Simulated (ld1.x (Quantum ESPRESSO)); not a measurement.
## W (Z = 74): one change to a TM potential, before and after

- Element: W (Z = 74)
- Generator: ld1.x (Quantum ESPRESSO) 7.5
- Type: norm-conserving Troullier–Martins (Kleinman–Bylander form)
- Functional: PBE
- Relativity: scalar-relativistic
- Frozen core: [Kr] 4d10 4f14 5s2
- Valence charge: 12
- Reference configuration: 5p6 5d4 6s2 6p0
- Partial waves: 6s (bound): rc 2.70 bohr; 5p (bound): rc 1.55 bohr; 5d (bound): rc 2.15 bohr
- Local potential: the d channel
- Core correction: none

Change: core correction a·sin(br)/r model core inside 1.60 bohr.

Cutoffs: the cutoffs (Ry, on a coarse ladder) from which the occupation-weighted sum of valence levels, in a spherical-Bessel basis at the reference potential, stays within 10 and 1 mRy of its value at 400 Ry; they do not see the model core or the augmentation charge, which bear on the density cutoff. Errors are all-electron minus pseudo energies relative to the spin-unpolarised reference configuration.

Q: Predict the effect on cutoff, ghosts and configuration errors.

A: The potential gets neither clearly harder nor softer (50 Ry and 90 Ry → 50 Ry and 90 Ry); both files keep a bound ghost (p, s); of the 6 tests that both files solve, the error grows in 3 and shrinks in 2 by more than 15 % and 0.3 meV (median size 19.6 → 14.3 meV). A model core, the more so a compact one, raises the density cutoff, which this test does not measure.

```csv
quantity,base,changed
"cutoff, loose",50 Ry,50 Ry
"cutoff, tight",90 Ry,90 Ry
bound ghosts,"p, s","p, s"
"tests counted (converged, no solver errors)",6 of 7,6 of 7
"error for 5p6 5d4 6s1 6p0, meV [ΔE 8.88 eV]",-8.0,-11
"error for 5p6 5d4 6s0 6p0, meV [ΔE 24.56 eV]",-25,-45
"error for 5p6 5d3 6s0 6p0, meV [ΔE 49.94 eV]",+43,-11
"error for 5p6 5d3 6s2 6p0, meV [ΔE 8.83 eV]",-14,-18
"error for 5p6 5d2 6s0 6p0, meV [ΔE 87.16 eV]",+79,-63
"error for 5p6 5d4.5 6s1.5 6p0, meV [ΔE 0.70 eV]",-9.2,-10
s: phases at 2.94 bohr within 0.05 rad from the reference energy up to (Ry; the scan ends near 5),2.4,2.4
p: phases at 2.94 bohr within 0.05 rad from the reference energy up to (Ry; the scan ends near 5),-0.4,-0.4
d: phases at 2.94 bohr within 0.05 rad from the reference energy up to (Ry; the scan ends near 5),to the end of the scan,to the end of the scan
```

Base: Tests not counted: 5p6 5d3 6s2 6p1 (an occupied level unbound or not found, printed error -2.4 eV). These tests converged, but a pseudo level misses the all-electron one widely, so the file describes the atom poorly there or has found another state: 5p6 5d2 6s0 6p0: empty 6s by 4.3 eV (a node warning on the way). ld1.x printed “convergence not achieved” for 3 of the counted tests; their residual had stalled under 1e-8, short of the target of 1e-14. Changed file: Tests not counted: 5p6 5d3 6s2 6p1 (solver errors, printed error -2.4 eV). A true bound ghost makes a file unfit for plane-wave use even where its test errors are small: the radial tests pick states by their node count and pass the ghost by. Where a test does run into it, the solver fails or the error is huge.
